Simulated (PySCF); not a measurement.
The first ionisation energy along the 4p block

Calculated with PySCF 2.14 from differences of total energies of unrestricted determinants, without spin-orbit coupling. Values in eV. The last column holds reference values (NIST; (s) semi-empirical, (t) theoretical, else measured). Unmarked ones compare directly (S terms, centres of terms, or small fine structure); those marked * lie between the lowest fine-structure levels and include a spin-orbit shift.

```csv
element,configurations,UHF,SCS-MP2 (valence),MP2 (valence and next inner shell),SCS-MP2 (valence and next inner shell),CCSD(T) (valence and next inner shell),r2SCAN,reference
"Ga (x2c-TZVPPall with one added diffuse shell each of s, p, d type, spin-free X2C)",[Ar] 3d10 4s2 4p1 → [Ar] 3d10 4s2,5.519,5.706,5.819,5.765,5.870,6.096,5.931
"As (x2c-TZVPPall with one added diffuse shell each of s, p, d type, spin-free X2C)",[Ar] 3d10 4s2 4p3 → [Ar] 3d10 4s2 4p2,9.417,9.745,9.973,9.799,9.935,10.094,10.008
"Se (x2c-TZVPPall with one added diffuse shell each of s, p, d type, spin-free X2C)",[Ar] 3d10 4s2 4p4 → [Ar] 3d10 4s2 4p3,8.542,9.285,9.270,9.316,9.390,9.682,9.635
"Br (x2c-TZVPPall with one added diffuse shell each of s, p, d type, spin-free X2C)",[Ar] 3d10 4s2 4p5 → [Ar] 3d10 4s2 4p4,10.721,11.541,11.594,11.573,11.604,11.862,11.844
"Kr (x2c-TZVPPall with one added diffuse shell each of s, p, d type, spin-free X2C)",[Kr] → [Ar] 3d10 4s2 4p5,13.055,13.917,14.049,13.947,13.943,14.158,14.222
```

**Question.** Fill in the row of Ge (x2c-TZVPPall with one added diffuse shell each of s, p, d type, spin-free X2C) ([Ar] 3d10 4s2 4p2 → [Ar] 3d10 4s2 4p1).

**Answer.** UHF 7.404; SCS-MP2 (valence) 7.672; MP2 (valence and next inner shell) 7.837; SCS-MP2 (valence and next inner shell) 7.731; CCSD(T) (valence and next inner shell) 7.856; r2SCAN 8.045; reference 7.925 (eV).

"Valence" correlates the outer s and p shells and, in groups 3 to 12 and the f block, the outer d or f shell, open or full, or the next shell where the ion has no valence electron left; the wider scheme adds the next inner shell.
